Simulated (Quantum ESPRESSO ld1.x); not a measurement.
Values are calculated unless marked as measured or tabulated.
The iodine ion I2+, configuration [Kr] 4d10 5s2 5p3 (the NIST ground configuration). Level of theory: scalar-relativistic Kohn-Sham, LDA (Slater exchange, Perdew-Wang correlation), spin-polarised, spherical densities, point nucleus; open shells are filled with parallel spins first (ld1.x of Quantum ESPRESSO 7.5).

Normalised radial functions P(r) = r R(r), r in bohr:

r,4p down,5s up
0.003573,0.0117,0.0696
0.005593,0.0255,0.0930
0.008684,0.0537,0.1145
0.01348,0.1088,0.1223
0.0211,0.2080,0.0942
0.03277,0.3493,0.0086
0.05088,0.4756,-0.1230
0.07964,0.4109,-0.1991
0.1237,-0.0381,-0.0536
0.1935,-0.6489,0.2463
0.3005,-0.5044,0.1882
0.4666,0.6343,-0.3219
0.7303,1.2978,-0.3042
1.134,0.7351,0.4880
1.761,0.1496,0.8530
2.756,0.0080,0.4393
4.279,0.0001,0.0736
6.697,0.0000,0.0025
10.4,0.0000,0.0000

4p down: eigenvalue -147.47 eV, 2 radial nodes at r = 0.120, 0.374 bohr, <r> = 0.791 bohr, 90 % of the charge inside 1.16 bohr. 5s up: eigenvalue -37.135 eV, 4 radial nodes at r = 0.0338, 0.134, 0.359, 0.881 bohr, <r> = 1.87 bohr, 90 % of the charge inside 2.70 bohr.
